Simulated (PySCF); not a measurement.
From one molecule to another.

First species: C5H5NOS.
Bonds: C1–C2, C2–O3 (double), C2–C4, C4–C5 (aromatic), C5–N6 (aromatic), N6–S7 (aromatic), S7–C8 (aromatic), C4–C8 (aromatic). Hydrogens: H9, H10, H11 on C1; H12 on C5; H13 on C8.

Second species: C₂H₁₂BNPSi (charge +1).
Geometry (PBE0-D3(BJ)/def2-SVP, Å), atoms numbered from 1 in this order:
```
atom  x, y, z in Å
B1     2.6760    0.0321    0.7310
P2     1.8247    1.1883   -0.5361
Si3   -0.2195    0.2326   -1.4246
N4    -1.1697   -0.3473   -0.1563
C5    -0.8892   -1.6295    0.4627
C6    -2.1370    0.4795    0.5463
H7     3.4784   -0.7561    0.3164
H8     2.2931    0.0963    1.8657
H9     2.6969    1.5263   -1.5975
H10    1.4971    2.4268    0.0617
H11    0.3788   -0.8240   -2.2723
H12   -0.7662    1.4374   -2.0899
H13   -0.2467   -2.2476   -0.1821
H14   -0.3930   -1.5105    1.4446
H15   -1.8252   -2.1876    0.6275
H16   -1.7940    0.7291    1.5657
H17   -2.3206    1.4170    0.0023
H18   -3.0980   -0.0531    0.6318
```

Levels: CAM-B3LYP/def2-SVPD for HOMO energy, LUMO energy, HOMO–LUMO gap, static isotropic polarisability and electronic spatial extent ⟨r²⟩ about the centre of nuclear charge; TDDFT CAM-B3LYP/def2-SVPD for lowest singlet excitation; PBE0-D3(BJ)/def2-SVP for rotational constant A and rotational constant C. Geometries: PBE0-D3(BJ)/def2-SVP. All species are isolated and taken at one optimised geometry, non-relativistic unless stated. Electronic properties by PySCF.

The conformers computed, where there is a choice (atom-mapped SMILES and torsion angles):
- `[CH3:1][C:2](=[O:3])[c:4]1[cH:5][n:6][s:7][cH:8]1`: C1–C2–C4–C5 0°
- `[BH2:1][PH2+:2][SiH2:3][N:4]([CH3:5])[CH3:6]`: B1–P2–Si3–N4 48°, P2–Si3–N4–C5 -80°

Values for the first species:

- HOMO energy: -9.17 eV
- LUMO energy: -0.86 eV
- HOMO–LUMO gap: 8.31 eV
- Lowest singlet excitation: 4.07 eV
- Static isotropic polarisability: 84.3 au
- Electronic spatial extent ⟨r²⟩ about the centre of nuclear charge: 1169 bohr²
- Rotational constant A: 4.410 GHz
- Rotational constant C: 0.934 GHz

Question: Estimate the same properties for the second species, and the change in each.

Answer: 
| property | first | second | second less first |
| --- | --- | --- | --- |
| HOMO energy | -9.17 eV | -12.35 eV | -3.18 eV |
| LUMO energy | -0.86 eV | -6.10 eV | -5.24 eV |
| HOMO–LUMO gap | 8.31 eV | 6.25 eV | -2.06 eV |
| lowest singlet excitation | 4.07 eV | 3.72 eV | -0.35 eV |
| static isotropic polarisability | 84.3 au | 97.1 au | +12.8 au |
| electronic spatial extent ⟨r²⟩ about the centre of nuclear charge | 1169 bohr² | 1142 bohr² | -27 bohr² |
| rotational constant A | 4.410 GHz | 3.103 GHz | -1.307 GHz |
| rotational constant C | 0.934 GHz | 1.135 GHz | +0.201 GHz |

On the first: S1 lies 4.24 eV below the HOMO–LUMO gap. In wavenumbers S1 is 32800 cm⁻¹ (1 eV = 8065.54 cm⁻¹).

On the second: The 10 singlets span 3.72 to 7.22 eV, and their oscillator strengths add up to 0.36. S1 lies 2.53 eV below the HOMO–LUMO gap; its leading configuration is HOMO→LUMO, weight 0.98.
